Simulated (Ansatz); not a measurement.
Cs2Br3⁻, relaxed as a singlet with RKS PBE-D4/def2-SVPD in Ansatz, starting from the GFN1-xTB geometry. Force threshold 0.02 eV/Å.

In the def2 sets Cs takes a core potential; there is no spin–orbit coupling. The structure comes from a short search, and lower isomers may exist.

Start:

```xyz
5

Cs   -0.216   -1.189    0.955
Cs    0.189    2.026   -1.422
Br   -0.928   -0.831   -2.275
Br    2.765   -1.761    1.695
Br   -1.809    1.756    1.048
```

| step | energy (eV) | largest force component (eV/Å) | SCF passes |
| --- | --- | --- | --- |
| 1 | -211188.7123 | 0.780 | 15 |
| 2 | -211188.9804 | 0.314 | 17 |
| 3 | -211189.0579 | 0.059 | 17 |
| 4 | -211189.0767 | 0.053 | 16 |
| 5 | -211189.1083 | 0.093 | 17 |
| 6 | -211189.1615 | 0.131 | 17 |
| 7 | -211189.2332 | 0.164 | 17 |
| 8 | -211189.3140 | 0.139 | 17 |
| 9 | -211189.3402 | 0.131 | 17 |
| 10 | -211189.3468 | 0.010 | 17 |
| 11 | -211189.3468 | 0.007 | 18 |

Force components are those of the run's own axes.

End:

Cartesian coordinates in Å:
```
Cs -0.8709 -1.5355 0.9494
Cs 0.8760 1.5309 -0.9470
Br -0.8719 -1.0570 -2.5152
Br 2.5395 -0.7739 1.0884
Br -1.6727 1.8354 1.4244
```

Bonds formed: Cs2–Br4 (atoms count from 1). The end is the same structure that another start reached, the lowest one found.

The force fell under the threshold at step 10, but the optimiser went on. No frequencies were taken in this run, so the end may be a saddle point.

Hardware: 4 threads of Intel Xeon on a shared host. Wall time 62 s.
